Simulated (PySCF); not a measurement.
**Static response to an electric field**

Compound: C5H7NS.
Numbering: `[CH3:1][c:2]1[s:3][cH:4][cH:5][c:6]1[NH2:7]` (hydrogens: H8, H9, H10 on C1; H11 on C4; H12 on C5; H13, H14 on N7)

Structure used (GFN2-xTB), in Å, numbered top down from 1:
```
atom  x, y, z in Å
C1    -1.8165   -0.7846    0.4872
C2    -0.3673   -0.6093    0.1839
S3     0.7481   -1.9334    0.3226
C4     2.0610   -0.9369   -0.1616
C5     1.6676    0.3328   -0.4202
C6     0.2725    0.5293   -0.2247
N7    -0.3665    1.7339   -0.5015
H8    -2.4269   -0.5199   -0.3771
H9    -2.0205   -1.8183    0.7519
H10   -2.1189   -0.1516    1.3245
H11    3.0453   -1.3555   -0.2227
H12    2.3331    1.1149   -0.7407
H13    0.2335    2.5414   -0.4229
H14   -1.2453    1.8566   -0.0208
```

Level: CAM-B3LYP/def2-SVPD (PySCF), static field, nuclei fixed, core orbitals frozen in the response. The polarisability tensor in these axes (au):

```
x    94.40  -2.41  -6.23
y    -2.41  97.87 -10.00
z    -6.23 -10.00  60.40
```

Task: Diagonalise the tensor; give its mean and Δα, where Δα² is half the sum of the squared differences of the eigenvalues.

Result: Principal values 56.74, 95.43 and 100.51 au; mean 84.23 au = 12.48 Å³ = 13.89 × 10⁻⁴⁰ C²·m²/J; Δα = 41.47 au (49 % of the mean).

Task: What is the dipole moment, and where does it point?

Result: (-0.38, 1.64, 0.67) D, 1.81 D in size, pointing from the negative to the positive side. Measured along this direction, the outermost atoms are H11 at the negative end and H13 at the positive end.

Task: Molar refractivity from α?

Result: Lorentz–Lorenz: R = (4π/3)N_A α = 2.5225 cm³/(mol·Å³) × 12.48 Å³ = 31.5 cm³/mol, in the limit of long wavelengths.

Task: What depolarisation ratio follows for Rayleigh scattering of linearly polarised light, taking the static tensor?

Result: ρ = 3Δα²/(45ᾱ² + 4Δα²) = 5158.5/(319228 + 6877.9) = 0.0158.

Task: Give the eigenvalues of the traceless quadrupole moment Θ = ½Σq(3rr − r²1), origin at the centre of nuclear charge.

Result: -10.58, 4.05, 6.53 D·Å. The values depend on the origin, since the dipole doesn't vanish. The electronic extent ⟨r²⟩ about the same centre is 849 bohr², a root-mean-square distance of 1.99 Å for the 60 electrons.

Geometry: GFN2-xTB; no solvent, vibrations or thermal averaging.
